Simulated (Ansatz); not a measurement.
`[CH3][GeH]([OH])[SeH]`, charge 0, multiplicity 1.

Q: Give a relaxed structure at PBE0-D4/def2-TZVP (Ansatz 0.2.0). (Best estimate.)

A: The calculation gave: 
Z-matrix (Å, degrees):
```
C
Ge 1 1.935
H 1 1.090 2 110.3
H 1 1.091 2 109.3 3 120.5
H 1 1.090 2 109.5 3 -120.3
O 2 1.781 1 104.3 3 -178.5
Se 2 2.361 1 113.4 3 61.8
H 2 1.542 1 114.7 3 -57.5
H 6 0.960 2 112.3 1 -168.1
H 7 1.469 2 92.4 1 51.4
```
This is one stationary point; other conformers may exist.
